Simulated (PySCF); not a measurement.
# Energy of Br⁺ (bromine, charge +1) between two integer charges

The 4p beta orbital of [Ar] 3d10 4s2 4p4 is emptied in steps (occupation f), with all orbitals relaxed, ending at [Ar] 3d10 4s2 4p3. All numbers are calculated (PySCF 2.14, a scalar-relativistic core potential, in aug-cc-pVDZ-PP with ECP10MDF). The exact energy is a straight line in f; departures are measured from the line between the end points of the same method.

Among UHF, LDA, PBE, PBE0, r2SCAN, LC-wPBE, BHandHLYP, wB97X, TPSS, CAM-B3LYP, which shows the largest delocalisation error (convex curve), and which is closest to linear?

Most convex: LDA (-1.269 eV at f = 0.5); closest to linear: LC-wPBE (-0.160 eV).

```
  f  UHF (eV)  LDA (eV)  PBE (eV)  PBE0 (eV)  r2SCAN (eV)  LC-wPBE (eV)  BHandHLYP (eV)  wB97X (eV)  TPSS (eV)  CAM-B3LYP (eV)
  1     0.000     0.000     0.000      0.000        0.000         0.000           0.000       0.000      0.000           0.000
0.9     0.070    -0.455    -0.440     -0.315       -0.412        -0.060          -0.203      -0.107     -0.428          -0.201
0.7     0.158    -1.064    -1.026     -0.733       -0.952        -0.137          -0.477      -0.259     -0.996          -0.472
0.5     0.183    -1.269    -1.219     -0.870       -1.117        -0.160          -0.572      -0.320     -1.181          -0.565
0.3     0.150    -1.066    -1.021     -0.728       -0.918        -0.130          -0.485      -0.284     -0.986          -0.478
0.1     0.063    -0.457    -0.436     -0.310       -0.380        -0.053          -0.211      -0.129     -0.420          -0.207
  0     0.000     0.000     0.000      0.000        0.000         0.000           0.000       0.000      0.000           0.000
```

```csv
method,E(f=0) − E(f=1) (eV),−ε at f=1 (eV),−ε at f=0.5 (eV)
UHF,20.157,20.939,20.134
LDA,21.525,16.477,21.519
PBE,21.259,16.372,21.272
PBE0,21.278,17.776,21.295
r2SCAN,21.348,16.754,21.447
LC-wPBE,21.406,20.738,21.424
BHandHLYP,21.315,19.066,21.290
wB97X,21.413,20.237,21.339
TPSS,21.286,16.532,21.315
CAM-B3LYP,21.481,19.250,21.463
```

Reference removal energy between the ground levels: 21.591 eV (measured; NIST Atomic Spectra Database, ionization energies). The calculation has no spin-orbit coupling. UHF lacks correlation.
